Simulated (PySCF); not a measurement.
The same groups moved round the core (thiophene hydroxy+boryl). Gas-phase values, no solvent. One relaxed conformer stands for each flexible species; it need not be the lowest. Strings in code marks are SMILES.

The S1 excitation (TDA) from two functionals at the same geometries (PBE0-D3(BJ)/def2-SVP), both in PySCF: PBE-D3(BJ)/def2-TZVP and ωB97X-D3(BJ)/def2-TZVP. Excitations are Tamm–Dancoff values on a coarser integration grid. The basis has no diffuse functions, so Rydberg states are missing or too high.

```json
[
 {"species": "`Bc1ccsc1O`", "PBE-D3(BJ)/def2-TZVP (eV)": "3.76", "ωB97X-D3(BJ)/def2-TZVP (eV)": "4.87"},
 {"species": "`Bc1csc(O)c1`", "PBE-D3(BJ)/def2-TZVP (eV)": "3.34", "ωB97X-D3(BJ)/def2-TZVP (eV)": "4.62"},
 {"species": "`Bc1cscc1O`", "PBE-D3(BJ)/def2-TZVP (eV)": "3.27", "ωB97X-D3(BJ)/def2-TZVP (eV)": "4.65"},
 {"species": "`c1(c(O)ccs1)B`", "PBE-D3(BJ)/def2-TZVP (eV)": "3.98", "ωB97X-D3(BJ)/def2-TZVP (eV)": "4.82"}
]
```

Over these rows, drawn at random from the members with no instability flagged (it was tested for open shells, ions and some series alone), PBE minus ωB97X-D3(BJ): mean -1.15 eV, from -1.38 eV to -0.83 eV.
